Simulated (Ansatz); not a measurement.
`CCBS[SiH3]` + `O[SiH](F)[SeH]` → `F[SiH]([SeH])O[SiH3]` + `CCBS`  (ligand exchange at the Si–S bond)

Program: Ansatz. Geometries: PBE0-D4/def2-TZVP. ΔE: electronic, gas phase. CCSD(T)/CBS is the MP2 limit (def2-TZVPP, def2-QZVPP) plus CCSD(T) − MP2 in def2-TZVPP, frozen cores. This one scheme is used for every species. DFT in def2-TZVPP. B3LYP here is the variant with VWN-RPA as its local correlation; programs differ in this. HSE06 is defined as in plane-wave codes. For Se outer-core shells are correlated without core-valence functions, which leaves a few kJ/mol of doubt a bond. Scalar relativity is left out up to krypton. Each species was taken in one conformer, which may not be the lowest.

`CCBS[SiH3]`:

```xyz
14

C     2.324   -0.854    0.206
C     0.900   -1.079    0.713
B    -0.133   -0.032    0.192
S    -1.775   -0.542   -0.314
Si   -2.601    1.384   -0.788
H     3.028   -1.554    0.663
H     2.667    0.159    0.428
H     2.385   -0.989   -0.877
H     0.577   -2.108    0.526
H     0.892   -0.962    1.809
H     0.151    1.134    0.144
H    -2.618    2.249    0.417
H    -3.990    1.158   -1.260
H    -1.807    2.034   -1.859
```

`O[SiH](F)[SeH]`:

Z-matrix (Å, degrees):
```
Si
F 1 1.593
Se 1 2.267 2 103.3
O 1 1.626 2 111.6 3 121.4
H 1 1.471 2 108.6 3 -122.2
H 3 1.470 1 91.2 2 177.2
H 4 0.960 1 118.0 2 -73.2
```

`F[SiH]([SeH])O[SiH3]`:

```xyz
10

F    -0.547    2.011    1.566
Si   -0.970    0.622    0.920
Se   -0.292   -1.092    2.236
O    -0.309    0.570   -0.552
Si    0.648   -0.313   -1.558
H    -2.441    0.574    0.840
H     1.115   -0.679    2.132
H     1.912   -0.673   -0.867
H     0.942    0.529   -2.741
H    -0.059   -1.548   -1.975
```

`CCBS`:

Cartesian coordinates in Å:
```
C -0.633 0.654 1.183
C -0.417 0.186 -0.256
B 0.615 -0.978 -0.399
S 1.835 -1.121 -1.683
H 0.277 1.092 1.599
H -0.918 -0.180 1.830
H -1.419 1.410 1.245
H -1.365 -0.223 -0.640
H -0.179 1.034 -0.905
H 0.626 -1.896 0.371
H 1.578 0.022 -2.344
```

| level | ΔE (kJ/mol) | difference from CCSD(T)/CBS |
| --- | --- | --- |
| PBE-D4 | -35.0 | 15.1 |
| r2SCAN-D4 | -45.7 | 4.4 |
| ωB97X-V | -49.9 | 0.2 |
| ωB97M-V | -49.4 | 0.7 |
| B2PLYP | -52.9 | -2.8 |
| PBE | -34.4 | 15.7 |
| B3LYP | -52.8 | -2.7 |
| r2SCANh | -46.0 | 4.1 |
| HSE06 | -38.4 | 11.7 |
| CAM-B3LYP | -57.7 | -7.6 |
| LC-ωPBE | -44.5 | 5.6 |
| MP2/def2-SVP | -51.3 | -1.2 |
| HF/def2-TZVPP | -68.1 | -18.0 |
| MP2/def2-TZVPP | -48.8 | 1.3 |
| CCSD/def2-TZVPP | -55.4 | -5.3 |
| MP2/def2-QZVPP | -48.6 | 1.5 |
| CCSD(T)/CBS | -50.1 | 0 |

Largest T1 diagnostic among the species: 0.012.

From BLYP to BHLYP (50 % exact exchange), in def2-TZVPP and without D4, ΔE moves by −9.7 kJ/mol. At CCSD(T), def2-SVP lies −3.9 kJ/mol from the extrapolated value and def2-TZVPP −1.9 kJ/mol.
